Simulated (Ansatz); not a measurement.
Species: GaI$_{2}$, net charge 1, singlet state. It need not be the lowest isomer of its formula. 
Structure (B3LYP-D3(BJ)/def2-TZVP (Ansatz, a quantum-chemistry and plane-wave program) minimum search):
SMILES: [I][Ga+][I]
```xyz
3

Ga     0.0000     0.0000     0.0000
I      0.0000     0.0000    -2.3869
I      0.0000     0.0000     2.3869
```
Charge +1, spin multiplicity 1.

Quantity: vertical electron affinity (to the doublet state of charge +0; a negative value means that the extra electron is unbound and the number depends on the basis; each state is the SCF solution reached for its spin), in eV. Cores are frozen in the correlated levels unless marked. UHF or UKS for open shells. Spin-orbit coupling is left out. The frozen core is the preceding noble-gas configuration, with the filled d and f shells of earlier blocks. Past Kr the def2 sets carry scalar-relativistic core potentials. 

| level | program | vertical electron affinity (eV) |
|---|---|---|
| SVWN5/def2-TZVPD | Ansatz | 6.71 |
| PBE/def2-TZVPD | Ansatz | 6.47 |
| r2SCAN/def2-TZVPD | Ansatz | 6.51 |
| B3LYP/def2-TZVPD | Ansatz | 6.53 |
| PBE0/def2-TZVPD | Ansatz | 6.47 |
| BHLYP/def2-TZVPD | Ansatz | 6.36 |
| CAM-B3LYP/def2-TZVPD | Ansatz | 6.53 |
| wB97M-V/def2-TZVPD | Ansatz | 6.41 |
| wB97X-V/def2-TZVPD | Ansatz | 6.35 |
| wB97X/def2-TZVPD | Ansatz | 6.36 |
| CCSD/def2-SVPD | Ansatz | 6.03 |
| CCSD/def2-TZVPPD | Ansatz | 6.04 |
| CCSD(T)/def2-SVPD | Ansatz | 6.04 |
| CCSD(T)/def2-TZVPPD | Ansatz | 6.07 |
